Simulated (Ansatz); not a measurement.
Reaction (cleavage of the Si–Zn bond): `[NH2][Zn][SiH2]F` + `NCF` → `FCN[SiH2]F` + `[NH2][ZnH]`

Program: Ansatz. Geometries: PBE0-D4/def2-TZVP. ΔE: electronic, gas phase. CCSD(T)/CBS is the MP2 limit (def2-TZVPP, def2-QZVPP) plus CCSD(T) − MP2 in def2-TZVPP, frozen cores. DFT in def2-TZVPP. For Zn outer-core shells are correlated without core-valence functions, which leaves a few kJ/mol of doubt a bond. Scalar relativity is left out up to krypton. Each species was taken in one conformer, which may not be the lowest.

| level | ΔE (kJ/mol) |
| --- | --- |
| PBE-D4 | -34.1 |
| HF/def2-QZVPP | -58.4 |

Q: What does CCSD(T)/CBS give? (An estimate is asked.)

A: Computed: -49.6 kJ/mol. The listed levels differ from it by 15.5, -8.8 kJ/mol.

Largest T1 diagnostic among the species: 0.016.

From PBE to PBE0 (25 % exact exchange), in def2-TZVPP and without D4, ΔE moves by −6.6 kJ/mol. The D4 term adds −5.3 kJ/mol with B3LYP and −2.8 kJ/mol with PBE0; it sums over pairs of atoms, weighted by their polarisabilities, and B3LYP, whose exchange is more repulsive, gets the larger term.

CCSD(T)/CBS has its own doubt, a few kJ/mol and more with outer-core shells, so smaller differences from it don't rank the levels.

B3LYP here is the variant with VWN-RPA as its local correlation; programs differ in this.
